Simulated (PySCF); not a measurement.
A structure optimised at B3LYP-D3(BJ)/def2-SVP, used in a PySCF frequency run:

```
O
Si 1 1.6777
H 2 1.4882 1 106.73
H 2 1.4923 3 109.89 1 -121.51
H 2 1.4963 3 109.20 4 -118.66
Se 1 1.8539 2 119.47 3 175.84
N 6 1.8008 1 104.39 2 -83.16
H 7 1.0179 6 116.41 1 69.32
H 7 1.0182 8 112.35 6 136.96
```

Problem. Write its SMILES and formula.

Solution. N[Se]O[SiH3], H5NOSeSi

Problem. What are its rotational constants (standard atomic weights)?

Solution. 8.2500, 1.9071, 1.6917 GHz
